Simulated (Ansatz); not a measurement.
H7NOSi2, SMILES [SiH3]O[SiH2]N.

The structure is a stationary point at B3LYP-D3(BJ)/def2-SVP. The values are those of a single conformer.

Two levels are set side by side: PBE/def2-SVPD (Ansatz, a program for electronic structure) and PBE0/def2-SVPD (Ansatz). Energy differences of separate SCF runs at the same geometry; the states with an electron removed or added have multiplicity 2 and 2. Differences are taken from unrounded values.

```tsv
quantity	PBE0	PBE	PBE minus PBE0
vertical ionisation energy (eV)	9.99	9.54	-0.45
vertical singlet–triplet gap (eV)	6.22	5.94	-0.28
```
